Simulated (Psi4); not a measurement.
Approach curve of the dimer H3N ··· H3Al (SMILES N and [AlH3]), singlet. Monomers: optimised at B3LYP-D3(BJ) (def2-TZVP), held rigid. Orientation: a higher rigid-body minimum at GFN2-xTB. Only R, the distance of the centres of mass, is varied, so the lowest point isn't the relaxed dimer.

Geometry at R = 2.49 Å (first 4 atoms: monomer A):
```
8

N      0.0008    -0.0014     0.2791
H     -0.7298    -0.5967    -0.0938
H     -0.1527     0.9309    -0.0880
H      0.8817    -0.3327    -0.0972
Al    -0.0078     0.0169    -2.2812
H     -1.4867     0.5733    -2.2726
H      1.2136     1.0195    -2.2784
H      0.2497    -1.5421    -2.2935
```

Level of theory: Psi4 with SAPT0/jun-cc-pVDZ, frozen core.

Components in kJ/mol:

```tsv
R / Å	electrostatics	exchange	induction	dispersion	total
1.93	-222.31	458.99	-94.75	-46.94	94.99
2.06	-162.90	326.51	-76.50	-37.37	49.74
2.35	-78.83	148.86	-43.69	-22.43	3.91
2.49	-54.70	100.60	-32.24	-17.50	-3.83
2.67	-33.68	60.14	-21.26	-12.71	-7.50
2.86	-19.75	34.54	-13.34	-9.07	-7.62
3.11	-9.28	16.38	-7.02	-5.84	-5.76
3.47	-2.45	5.43	-2.70	-3.15	-2.87
3.96	0.44	1.15	-0.76	-1.43	-0.60
4.72	1.01	0.10	-0.14	-0.48	0.49
5.62	0.78	0.01	-0.03	-0.17	0.58
6.90	0.46	0.00	-0.01	-0.05	0.41
```
